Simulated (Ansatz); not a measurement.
`CB(O)O` + CH₃NH₂ → `CNB(C)O` + H₂O  (ligand exchange at a B–O bond)

Gas-phase electronic energies from Ansatz, PBE0-D4/def2-TZVP geometries. CBS: MP2 limit from def2 TZ/QZ plus the TZ coupled-cluster correction, frozen cores. This one scheme is used for every species. Functionals use def2-TZVPP. B3LYP here is the variant with VWN-RPA as its local correlation; programs differ in this. One conformer a species, not always the lowest.

```json
{"level": "PBE-D4", "ΔE (kcal/mol)": "2.5", "difference from CCSD(T)/CBS": "0.2"}
{"level": "r2SCAN-D4", "ΔE (kcal/mol)": "3.5", "difference from CCSD(T)/CBS": "1.2"}
{"level": "B3LYP-D4", "ΔE (kcal/mol)": "3.1", "difference from CCSD(T)/CBS": "0.8"}
{"level": "ωB97X-V", "ΔE (kcal/mol)": "3.6", "difference from CCSD(T)/CBS": "1.3"}
{"level": "ωB97M-V", "ΔE (kcal/mol)": "3.4", "difference from CCSD(T)/CBS": "1.1"}
{"level": "PBE", "ΔE (kcal/mol)": "3.5", "difference from CCSD(T)/CBS": "1.2"}
{"level": "PBE0", "ΔE (kcal/mol)": "3.4", "difference from CCSD(T)/CBS": "1.1"}
{"level": "HF/def2-TZVPP", "ΔE (kcal/mol)": "6.6", "difference from CCSD(T)/CBS": "4.3"}
{"level": "MP2/def2-TZVPP", "ΔE (kcal/mol)": "2.5", "difference from CCSD(T)/CBS": "0.2"}
{"level": "SCS-MP2/def2-TZVPP", "ΔE (kcal/mol)": "3.4", "difference from CCSD(T)/CBS": "1.1"}
{"level": "CCSD/def2-TZVPP", "ΔE (kcal/mol)": "3.5", "difference from CCSD(T)/CBS": "1.2"}
{"level": "CCSD(T)/def2-TZVPP", "ΔE (kcal/mol)": "3.1", "difference from CCSD(T)/CBS": "0.8"}
{"level": "HF/def2-QZVPP", "ΔE (kcal/mol)": "6.5", "difference from CCSD(T)/CBS": "4.2"}
{"level": "HF/CBS(def2)", "ΔE (kcal/mol)": "6.5", "difference from CCSD(T)/CBS": "4.2"}
{"level": "MP2/CBS(def2)", "ΔE (kcal/mol)": "1.8", "difference from CCSD(T)/CBS": "-0.5"}
{"level": "CCSD/CBS(def2)", "ΔE (kcal/mol)": "2.7", "difference from CCSD(T)/CBS": "0.4"}
{"level": "CCSD(T)/CBS", "ΔE (kcal/mol)": "2.3", "difference from CCSD(T)/CBS": "0"}
```

Largest T1 diagnostic among the species: 0.012.

In def2-TZVPP, CCSD(T) changes the Hartree–Fock value by −3.5 kcal/mol (the triples alone add −0.4 kcal/mol) and MP2 by −4.0 kcal/mol. The D4 term adds −1.5 kcal/mol with B3LYP and −0.9 kcal/mol with PBE0; it sums over pairs of atoms, weighted by their polarisabilities, and B3LYP, whose exchange is more repulsive, gets the larger term.
